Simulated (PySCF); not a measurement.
A small calculation by hand: chemical shift, span and skew from a shielding tensor

C2H5NOSi, SMILES N#CC[SiH2]O. Atoms are numbered in the order given.

```xyz
10

N     -0.3324     2.8635     0.0000
C      0.1975     1.8321     0.0000
C      0.8015     0.5104     0.0000
Si    -0.5042    -0.8686     0.0000
O      0.4073    -2.2639     0.0000
H      1.4442     0.3878    -0.8877
H      1.4442     0.3878     0.8877
H     -1.3546    -0.7445     1.2169
H     -1.3546    -0.7445    -1.2169
H     -0.0465    -3.1143     0.0000
```

Geometry optimised at B3LYP-D3(BJ)/def2-SVP. This is a generated structure with no PubChem entry under its InChIKey; it may be hypothetical. One conformer was computed; it need not be the lowest.

GIAO shieldings from PySCF with KT2/pcSseg-1, non-relativistic, no solvent. The symmetric part of the tensor of C3 has the principal values 161.6, 174.6, 204.0 ppm. The same nucleus in TMS has σ = 185.1 ppm at this level (PySCF, at its B3LYP-D3(BJ)/def2-TZVP geometry).

**Question.** Work out the isotropic shielding, the ¹³C shift against TMS, the span and the skew.

**Answer.** 
σ(iso) = (σ11 + σ22 + σ33)/3 = 180.1 ppm. δ = σ(ref) − σ(iso) = 185.1 − (180.1) = 5.0 ppm.
Span Ω = σ33 − σ11 = 42.4 ppm. Skew κ = 3(σ(iso) − σ22)/Ω = 0.39. Tumbling in solution averages the tensor to δ; in a static solid the shielding alone would spread this spin-1/2 line over Ω.
